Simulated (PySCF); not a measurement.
## Unknowns

PySCF 2.14.0 with density-fitted response routines calculation with GFN2-xTB structure and shieldings: GIAO PBE0/pcSseg-1; relativity neglected, a single conformation, averaged over atoms made equivalent by symmetry, fast rotation or ring inversion, no solvent.

Referencing at the same level of theory: 1H (σ = 31.72 ppm), 13C (σ = 186.93 ppm) against TMS. Where no couplings were computed, multiplicities follow the n + 1 count of equivalent neighbours, and m marks all less simple cases (inequivalent or close neighbours, rings, F or P nearby). Shifts are as computed. Against solution values, carbons near 30 ppm lie about +3 ppm off and those near 130 ppm about +5 ppm; carbons on Cl a further +6 ppm. Of 1211 compounds with measured shifts, 218 miss one by over three times the rms of a fit or turn the order of signals round; such compounds aren't used in these exercises. Carbons bonded to Cl come out too deshielded.

Question: C7H11ClO. 1H NMR (600 MHz, computed): δ 2.89 (m, 1H), 2.43 (m, 2H), 1.78 (m, 1H), 1.56 (m, 2H), 1.56 (m, 2H), 1.43 (m, 2H), 1.14 (m, 1H). 13C{1H} NMR (computed): δ 187.9 (C), 53.7 (CH), 32.8 (CH2), 30.2 (CH2), 26.0 (CH2). Give a structure.

Answer: SMILES O=C(Cl)C1CCCCC1. Rings plus π bonds: 2 (1 ring in the answer). 5 carbon signals for 7 carbons: some carbons are equivalent by symmetry or fast rotation. Carbon types of the structure: 1 × C, 1 × CH, 5 × CH2, which accounts for all hydrogens. δC 187.9: carbonyl carbon. δC 53.7: sp3 CH α to a carbonyl; α to the electron-withdrawing carbonyl group. δC 32.8, 30.2, 26.0: sp3 CH2 in a ring; a saturated carbon with 2 carbon neighbours and no heteroatom attached. δH 2.89: hydrogen on an sp3 CH α to a carbonyl; α to C=O.

The shifts were computed for this structure.

Question: C7H11Cl. 1H NMR (400 MHz, computed): δ 4.22 (m, 1H), 2.34 (m, 1H), 1.89 (m, 1H), 1.75 (m, 1H), 1.72 (m, 1H), 1.46 (s, 3H), 1.17 (m, 1H), 0.38 (m, 1H), 0.22 (m, 1H). 13C{1H} NMR (computed): δ 72.8, 36.9, 33.1, 29.3, 28.4, 20.9, 16.9. Give a structure.

Answer: `InChI=1S/C7H11Cl/c1-7-4-5(7)2-3-6(7)8/h5-6H,2-4H2,1H3/t5-,6+,7+/m0/s1`. The formula gives 2 degrees of unsaturation (2 rings in the answer). 7 carbon signals for 7 carbons: no two carbons are equivalent. Carbon types of the structure: 1 × C, 2 × CH, 3 × CH2, 1 × CH3, which accounts for all hydrogens. δC 72.8: sp3 CH bonded to Cl; the inductive effect lowers its shielding. δC 33.1, 28.4, 16.9: three-membered-ring carbon. δH 4.22: hydrogen on an sp3 CH bonded to Cl; its carbon carries Cl, hence the downfield position. δH 1.46: hydrogen on a methyl carbon; far from electronegative atoms and π systems.

The data come from this structure; uniqueness wasn't tested.
